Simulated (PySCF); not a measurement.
A GIAO shielding run with PySCF 2.14 (density fitting, non-relativistic, gas phase) on SMILES C[C@@H]1CS[Si@@H]1c1ccco1, C7H10OSSi:

```
$ OMP_NUM_THREADS=1 python probes_run.py task.json out

{"job": {"kind": "nmr", "xc": "PBE0", "basis": "pcSseg-1"}, "charge": 0, "multiplicity": 1}
C     -1.572141     1.092424     0.922609
C     -1.850793     0.444834    -0.428285
C     -2.640382    -0.865088    -0.295521
S     -1.421964    -2.136061    -0.826042
Si    -0.327455    -0.338912    -1.290825
C      1.322918    -0.212419    -0.437421
C      1.861115    -0.801907     0.676746
C      3.173736    -0.300712     0.804093
C      3.344504     0.556847    -0.240568
O      2.239120     0.617539    -0.992985
H     -0.967543     1.988084     0.795674
H     -1.032669     0.406323     1.572867
H     -2.503638     1.372657     1.413389
H     -2.398022     1.155545    -1.051734
H     -3.502386    -0.919368    -0.956909
H     -2.958411    -1.082573     0.721796
H     -0.214300    -0.067915    -2.721651
H      1.374138    -1.514039     1.311430
H      3.889723    -0.543660     1.562100
H      4.179300     1.159079    -0.541801
```

Hardware: 1 thread of an Arm Neoverse V1, shared host. The job also computes population analyses, field gradients, ring-centre shieldings.

**Question.** How large is the calculation?

**Answer.** 90 electrons, 234 basis functions and 1256 auxiliary functions.

**Question.** How long does it take, and how much memory does it need?

**Answer.** 120 s of wall time, with 14 SCF cycles and 5 response iterations; peak memory 0.98 GiB. Times on a shared host scatter by some tens of per cent.
